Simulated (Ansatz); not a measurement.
Cost and result for the atomization energy of CH7GaO, SMILES `C[OH+][GaH3-]` (10 atoms, 9 bonds).

```xyz
10

C    -0.766    1.193   -0.005
O    -0.525   -0.074    0.607
Ga    0.923   -1.347   -0.345
H    -1.567    1.717    0.520
H     0.142    1.799   -0.023
H    -1.079    0.986   -1.027
H    -0.281    0.047    1.529
H     2.063   -0.255   -0.469
H     0.081   -1.685   -1.631
H     1.010   -2.380    0.843
```

Total charge 0; spin multiplicity 1. Correlated methods include outer-core shells of Ga, which these sets cover unevenly. Scalar relativity is left out up to krypton. Geometry: relaxed with PBE0-D4/def2-TZVP. Program: Ansatz. All runs use 2 threads of a server CPU on a shared host. Times are those of one run each, without the atoms' runs, and a repeat can differ threefold. Electronic energies, without spin–orbit coupling; frozen cores. CCSD(T)/CBS adds CCSD(T) − MP2 in def2-TZVPP to the MP2 limit, and its time is that of the two runs behind it. T1 = 0.012. With those shells the extrapolation isn't a true limit. B3LYP takes the VWN-RPA correlation (the form of Gaussian; ORCA's B3LYP/G). HSE06 is the plane-wave form, built on full-range PBE exchange.

CCSD(T)/CBS is a level of theory with its own doubt, some kJ/mol a heavy atom from the limit and from the frozen cores, so smaller differences don't rank the functionals.

```tsv
level	functions	atomization (kJ/mol)	difference from CCSD(T)/CBS	per bond
ωB97M-V/def2-TZVPP (with forces)	208	3046.8	-13.4	-1.5
ωB97X-V/def2-TZVPP	208	3054.0	-6.2	-0.7
LDA (SPW92)/def2-TZVPP	208	3451.0	390.8	43.4
r2SCAN-D4/def2-TZVPP (with forces)	208	3048.0	-12.2	-1.4
HSE06-D4/def2-TZVPP	208	3013.7	-46.5	-5.2
CCSD(T)/def2-SVP	95	2911.7	-148.5	-16.5
B97M-V/def2-TZVPP	208	3063.1	2.9	0.3
MP2/def2-QZVPP	413	3034.9	-25.3	-2.8
CCSD(T)/CBS(def2)	–	3060.2	0.0	0.0
CCSD(T)/def2-TZVPP	208	3003.9	-56.3	-6.3
B3LYP-D4/def2-TZVPP (with forces)	208	3035.5	-24.7	-2.7
PBE-QIDH/def2-TZVPP	208	3011.4	-48.8	-5.4
revPBE-D4/def2-TZVPP	208	2983.1	-77.1	-8.6
```

(1) Order the runs by time, with rough figures. (Best estimate.)

Answers

(1) The calculation gave: LDA (SPW92)/def2-TZVPP 1.4 s; revPBE-D4/def2-TZVPP 2.4 s; HSE06-D4/def2-TZVPP 3.9 s; B3LYP-D4/def2-TZVPP (with forces) 5.5 s; r2SCAN-D4/def2-TZVPP (with forces) 6 s; CCSD(T)/def2-SVP 6 s; PBE-QIDH/def2-TZVPP 6.5 s; ωB97X-V/def2-TZVPP 10 s; B97M-V/def2-TZVPP 13 s; ωB97M-V/def2-TZVPP (with forces) 15 s; MP2/def2-QZVPP 27 s; CCSD(T)/def2-TZVPP 2.1 min; CCSD(T)/CBS(def2) 2.5 min.

In def2-TZVPP, CCSD(T) changes the Hartree–Fock value by +775.5 kJ/mol (the triples alone add +31.0 kJ/mol) and MP2 by +773.3 kJ/mol; breaking electron pairs costs correlation energy, which Hartree–Fock lacks. At CCSD(T), def2-SVP lies −148.5 kJ/mol from the extrapolated value and def2-TZVPP −56.3 kJ/mol: correlation converges slowly with the basis, and small sets miss more of it in the bonded molecule than in its fragments. From PBE to PBE0 (25 % exact exchange), in def2-TZVPP and without D4, the atomization energy moves by −31.7 kJ/mol: exact exchange takes away binding that semilocal exchange gives to molecules.
